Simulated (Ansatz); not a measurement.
The same path of AlClFH$_{3}$O (7 atoms, charge 0, multiplicity 1) was run twice with different band settings. Lost on the way: Al1–H2, Cl6–H7. Made: H2–H7.

The calculation used RKS PBE-D4/def2-SVP in Ansatz 0.2.0.

Relaxed end points:

```xyz
7
Properties=species:S:1:pos:R:3
Al -0.027 -0.274 0.154
H -0.271 -0.659 1.673
O 1.557 -0.511 -0.463
H 1.772 -0.406 -1.403
F -1.323 -0.104 -0.909
Cl 0.048 2.353 0.797
H 0.324 2.029 2.029
```

```xyz
7
Properties=species:S:1:pos:R:3
Al 0.092 0.641 -0.212
H -0.002 -0.248 1.870
O 1.596 -0.063 -0.586
H 1.678 -0.946 -0.978
F -1.350 -0.149 -0.524
Cl 0.051 2.679 0.295
H 0.015 0.514 2.012
```

Common settings: movable images 9; climbing image yes; spring 5.0 eV/Å²; optimiser quadratic models (default); force threshold 0.05 eV/Å; iteration limit 60; end points relaxed.

| run | start path |
| --- | --- |
| 1 | through a guess of the saddle point |
| 2 | straight line |

What does each run give, and how far can it be trusted?

Run 1: converged after 16 iterations, highest image 0.087 eV above the first end. A vibrational analysis at the climbing image gives one clearly imaginary mode, 318i cm⁻¹: a first-order saddle point.
Run 2: converged after 14 iterations, highest image 0.087 eV above the first end. Another band between the same ends (9 images) ends at a top of the same energy, where a vibrational analysis finds 1 clearly imaginary mode.
The orbitals stay closed-shell, which can raise the energy where a bond breaks towards radicals; this wasn't checked here.
